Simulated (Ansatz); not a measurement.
`[F][Mg][F]` + `[OH][In]([SH])[O][SiH3]` → `[F][Mg][O][SiH3]` + `[OH][In]([F])[SH]`  (redistribution)

Isolated molecules relaxed with PBE0-D4/def2-TZVP in Ansatz; ΔE leaves out vibrations. CBS: MP2 limit from def2 TZ/QZ plus the TZ coupled-cluster correction, frozen cores. Functionals use def2-TZVPP. B3LYP here is the variant with VWN-RPA as its local correlation; programs differ in this. def2 core potentials past Kr. For In, Mg outer-core shells are correlated without core-valence functions, which leaves a few kJ/mol of doubt a bond. One conformer a species, not always the lowest.

| level | ΔE (kcal/mol) | difference from CCSD(T)/CBS |
| --- | --- | --- |
| PBE-D4 | 2.2 | -0.6 |
| r2SCAN-D4 | 1.3 | -1.5 |
| PBE0-D4 | 2.2 | -0.6 |
| B3LYP-D4 | 2.0 | -0.8 |
| ωB97X-V | 1.8 | -1.0 |
| ωB97M-V | 2.0 | -0.8 |
| B2PLYP | 1.6 | -1.2 |
| PBE | 1.3 | -1.5 |
| r2SCAN | 1.0 | -1.8 |
| PBE0 | 1.3 | -1.5 |
| B3LYP | 0.5 | -2.3 |
| HF/def2-TZVPP | -0.2 | -3.0 |
| MP2/def2-TZVPP | 3.6 | 0.8 |
| SCS-MP2/def2-TZVPP | 2.7 | -0.1 |
| CCSD/def2-TZVPP | 2.4 | -0.4 |
| CCSD(T)/def2-TZVPP | 2.8 | 0.0 |
| HF/def2-QZVPP | 0.1 | -2.7 |
| MP2/def2-QZVPP | 3.7 | 0.9 |
| SCS-MP2/def2-QZVPP | 2.8 | 0.0 |
| HF/CBS(def2) | 0.1 | -2.7 |
| MP2/CBS(def2) | 3.6 | 0.8 |
| CCSD/CBS(def2) | 2.3 | -0.5 |
| CCSD(T)/CBS | 2.8 | 0 |

Largest T1 diagnostic among the species: 0.016.

In def2-TZVPP, CCSD(T) changes the Hartree–Fock value by +3.1 kcal/mol (the triples alone add +0.5 kcal/mol) and MP2 by +3.8 kcal/mol. The D4 term adds +1.4 kcal/mol with B3LYP and +0.9 kcal/mol with PBE0; it sums over pairs of atoms, weighted by their polarisabilities, and B3LYP, whose exchange is more repulsive, gets the larger term.
